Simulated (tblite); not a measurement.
C$_{3}$H$_{9}$Sb, singlet, at a GFN2-xTB geometry; GFN1-xTB with ALPB(water) (tblite 0.6.0).

The tblite input:
```
$ tblite run mol.xyz --method gfn1 --charge 0 --spin 0 --alpb water --json tblite.json --no-restart

# file mol.xyz
13

Sb    -0.00673821     0.00740301     0.43142423
C      0.19254380    -1.82326529    -0.71473966
H      1.11761127    -2.32368584    -0.45225624
H      0.19814442    -1.59192199    -1.77443677
H     -0.63697105    -2.48620389    -0.49681510
C      1.48921748     1.04940145    -0.74378095
H      2.47603995     0.67127683    -0.50237513
H      1.45823690     2.11023739    -0.52301994
H      1.29510059     0.89708791    -1.80001401
C     -1.64668376     0.73532555    -0.78736976
H     -2.55198411     0.18722995    -0.55265593
H     -1.40872327     0.60197337    -1.83717977
H     -1.81427087     1.78768245    -0.58854042
```

Q: What does tblite print? Leave out banner, timings and long lists.

A: 
```
xTB calculator
 | screened Coulomb repulsion
 | Coulomb electrostatics
 |  * isotropic Klopman-Ohno-Mataga-Nishimoto electrostatics
 |  * onsite third-order electrostatics
 | DFT-D3(BJ) dispersion correction
 | Interactions (3)
 | [1] alpb/gbsa reaction field model
 | [2] cds contribution to solvation
 | [3] empirical free energy shift and standard state/solvent correction

halogen bonding energy    0.0000000000000E+00 Eh
repulsion energy          1.7081337080871E-01 Eh
dispersion energy        -4.5594075999738E-03 Eh
interaction energy        9.9380792073536E-05 Eh
number of electrons       2.6000000000000E+01 e
integral cutoff           4.0000000000000E+01 bohr

------------------------------------------------------------
  cycle        total energy    energy error   density error
------------------------------------------------------------
      1     -13.53535713839  -1.3701710E+01   5.9064003E-01
      2     -13.54226153358  -6.9043952E-03   3.0353691E-01
      3     -13.58645769369  -4.4196160E-02   2.7743688E-01
      4     -13.68683537660  -1.0037768E-01   6.0834495E-03
      5     -13.68683097751   4.3990897E-06   4.8975476E-03
      6     -13.68684881446  -1.7836950E-05   6.2466752E-04
      7     -13.68684979586  -9.8139955E-07   5.4088992E-05
      8     -13.68684979727  -1.4075479E-09   3.2653102E-06
------------------------------------------------------------

electronic energy        -1.3853203141270E+01 Eh
total energy             -1.3686849797269E+01 Eh

Post processing:
 | Mayer-Wiberg bond orders

[Info] JSON dump of results written to 'tblite.json'
```
